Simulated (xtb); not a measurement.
H₈Ge₃, charge +1, doublet, from a rough starting geometry (a state made from the parent by changing its charge; the spin is typed, not shown lowest); GFN2-xTB (xtb).

The xtb input:
```
$ xtb mol.xyz --gfn 2 --chrg 1 --uhf 1 --opt vtight --json

# file mol.xyz
11

Ge     1.95818411     0.74428201    -0.03501418
Ge     0.28022424    -0.87848676    -0.15338188
Ge    -2.05905279    -0.05951191     0.08611388
H      3.25352292     0.18095721    -0.13131370
H      1.83678932     1.72669385    -1.02796557
H      1.94509567     1.46516489     1.29005462
H      0.37532077    -2.00070012     0.89158746
H      0.26126449    -1.70364533    -1.44998089
H     -2.41066441     0.81358689    -1.05926582
H     -2.25141689     0.76254739     1.30856118
H     -3.11049418    -1.10731791     0.18985019
```

**Question.** Write the output that xtb gives for this input, abridged.

**Answer.** 
```
   ID    Z sym.   atoms
    1   32 Ge     1-3
    2    1 H      4-11

           -------------------------------------------------
          |                Calculation Setup                |
           -------------------------------------------------

           -------------------------------------------------
          |                 G F N 2 - x T B                 |
           -------------------------------------------------

          ...................................................
          :                      SETUP                      :
          :.................................................:
          :  # basis functions                  38          :
          :  # atomic orbitals                  35          :
          :  # shells                           17          :
          :  # electrons                        19          :
          :  max. iterations                   250          :
          :  Hamiltonian                  GFN2-xTB          :
          :  restarted?                      false          :
          :  GBSA solvation                  false          :
          :  PC potential                    false          :
          :  electronic temp.          300.0000000     K    :
          :  accuracy                    1.0000000          :
          :  -> integral cutoff          0.2500000E+02      :
          :  -> integral neglect         0.1000000E-07      :
          :  -> SCF convergence          0.1000000E-05 Eh   :
          :  -> wf. convergence          0.1000000E-03 e    :
          :  Broyden damping             0.4000000          :
          :  net charge                          1          :
          :  unpaired electrons                  1          :
          ...................................................

 iter      E             dE          RMSdq      gap      omega  full diag
   1     -9.4063034 -0.940630E+01  0.887E+00    5.53       0.0  T
   2     -9.4189606 -0.126572E-01  0.570E+00    5.65       1.0  T
   3     -9.3689823  0.499784E-01  0.474E+00    5.26       1.0  T
   4     -9.4197907 -0.508084E-01  0.167E+00    5.50       1.0  T
   5     -9.4263149 -0.652417E-02  0.700E-01    5.51       1.0  T
   6     -9.4265175 -0.202594E-03  0.438E-01    5.51       1.0  T
   7     -9.4266593 -0.141845E-03  0.303E-01    5.50       1.0  T
   8     -9.4267273 -0.679736E-04  0.113E-01    5.49       1.0  T
   9     -9.4267362 -0.888068E-05  0.420E-02    5.49       1.0  T
[...]
 * total energy  :    -9.3746168 Eh     change       -0.2176875E-05 Eh
 * total energy  :    -9.3746184 Eh     change       -0.1597855E-05 Eh
 * total energy  :    -9.3746195 Eh     change       -0.1150794E-05 Eh
 * total energy  :    -9.3746200 Eh     change       -0.4367550E-06 Eh
 * total energy  :    -9.3746204 Eh     change       -0.4008476E-06 Eh
 * total energy  :    -9.3746207 Eh     change       -0.3311232E-06 Eh
 * total energy  :    -9.3746210 Eh     change       -0.2711592E-06 Eh
 * total energy  :    -9.3746212 Eh     change       -0.2119699E-06 Eh
 * total energy  :    -9.3746214 Eh     change       -0.1700856E-06 Eh
 * total energy  :    -9.3746215 Eh     change       -0.1330340E-06 Eh
 * total energy  :    -9.3746216 Eh     change       -0.1145352E-06 Eh
 * total energy  :    -9.3746217 Eh     change       -0.9554739E-07 Eh
   *** GEOMETRY OPTIMIZATION CONVERGED AFTER 52 ITERATIONS ***
         :: total energy              -9.374621707446 Eh    ::
[...]
     7   1 H        0.933     0.042     2.422     2.433
     8   1 H        0.933     0.042     2.421     2.433
     9   1 H        0.937     0.077     2.009     2.216
    10   1 H        0.937     0.077     2.009     2.216
    11   1 H        0.937     0.087     1.905     2.158

 Mol. C6AA /au·bohr⁶  :       2546.057922
 Mol. C8AA /au·bohr⁸  :     171412.799525
 Mol. α(0) /au        :         88.054365

Wiberg/Mayer (AO) data.
largest (>0.10) Wiberg bond orders for each atom

 ---------------------------------------------------------------------------
     #   Z sym  total        # sym  WBO       # sym  WBO       # sym  WBO
 ---------------------------------------------------------------------------
     1  32 Ge   3.196 --     5 H    0.807     6 H    0.807     4 H    0.800
                             2 Ge   0.548
     2  32 Ge   3.022 --     7 H    0.805     8 H    0.805     3 Ge   0.548
                             1 Ge   0.548
     3  32 Ge   3.196 --     9 H    0.807    10 H    0.807    11 H    0.800
                             2 Ge   0.548
     4   1 H    0.986 --     1 Ge   0.800
     5   1 H    0.993 --     1 Ge   0.807
     6   1 H    0.993 --     1 Ge   0.807
     7   1 H    0.998 --     2 Ge   0.805
     8   1 H    0.998 --     2 Ge   0.805
     9   1 H    0.993 --     3 Ge   0.807
    10   1 H    0.993 --     3 Ge   0.807
    11   1 H    0.986 --     3 Ge   0.800
 ---------------------------------------------------------------------------

Topologies differ in total number of bonds
Writing topology from bond orders to xtbtopo.mol

molecular dipole:
                 x           y           z       tot (Debye)
 q only:       -0.016       0.142      -0.002
   full:        0.011       0.004      -0.014       0.047
molecular quadrupole (traceless):
                xx          xy          yy          xz          yz          zz
 q only:        9.469       2.524      -2.885      -0.547       0.190      -6.583
  q+dip:        8.208       2.354      -3.357      -0.420       0.016      -4.850
   full:       10.843       3.037      -4.063      -0.579       0.086      -6.781

optimized geometry written to: xtbopt.xyz

           -------------------------------------------------
          | TOTAL ENERGY               -9.374621707446 Eh   |
          | GRADIENT NORM               0.000030670640 Eh/α |
          | HOMO-LUMO GAP               5.375623542198 eV   |
           -------------------------------------------------
```
